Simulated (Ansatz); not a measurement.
Ansatz results at the PBE0-D4/def2-TZVP geometry: LUMO energy (PBE/def2-TZVPP) 0.07 eV; HOMO energy (PBE/def2-TZVPP) -6.67 eV; HOMO–LUMO gap (ωB97M-V/def2-TZVPP) 12.82 eV.

Q: Which molecule gave them?
A. `CB1C=N1`
B. `C=[C](C)[GeH2][F]`
C. `F[C@H]1C[C@@H]1[GeH3]`
D. `B[SiH2]C[SiH3]`

A: C. The others give `C=[C](C)[GeH2][F]`: -1.27, -6.66, 11.82; `CB1C=N1`: -2.04, -5.70, 10.96; `B[SiH2]C[SiH3]`: -3.44, -6.83, 9.69.
